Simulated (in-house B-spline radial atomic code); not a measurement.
Whole-atom quantities along the 4-electron series, configuration [He] 2s2. Computed with a B-spline radial code for spherical atoms: non-relativistic Hartree-Fock, average of the configuration, point nuclei.

This level leaves out relativity, spin-orbit splitting included, which matters for heavy ions.

| ion | Z | E/Z² (Eh) | Σ<r²> (bohr²) | n(0)/Z³ (bohr⁻³) | Lamb diamagnetic shielding (ppm) | repulsion over attraction |
| --- | --- | --- | --- | --- | --- | --- |
| Er64+ | 68 | -1.2271 | 0.020322 | 0.70504 | 2989.69 | 0.0091862 |
| Tm65+ | 69 | -1.2274 | 0.019724 | 0.7052 | 3034.07 | 0.0090539 |
| Yb66+ | 70 | -1.2277 | 0.019153 | 0.70536 | 3078.44 | 0.0089253 |
| Lu67+ | 71 | -1.228 | 0.018606 | 0.70551 | 3122.82 | 0.0088003 |
| Hf68+ | 72 | -1.2283 | 0.018082 | 0.70566 | 3167.19 | 0.0086788 |
| Ta69+ | 73 | -1.2286 | 0.01758 | 0.7058 | 3211.57 | 0.0085606 |
| W70+ | 74 | -1.2289 | 0.017099 | 0.70594 | 3255.95 | 0.0084455 |
| Re71+ | 75 | -1.2292 | 0.016637 | 0.70608 | 3300.32 | 0.0083336 |
| Os72+ | 76 | -1.2295 | 0.016194 | 0.70621 | 3344.7 | 0.0082245 |
| Ir73+ | 77 | -1.2297 | 0.015768 | 0.70634 | 3389.08 | 0.0081183 |

**Question.** With what power of Z does the column «Σ<r²> (bohr²)» change over this range?

**Answer.** A fit of the logarithm of its size against log Z from Z = 68 to 77 has slope -2.04. Unscreened non-relativistic hydrogenic orbitals would give -2.
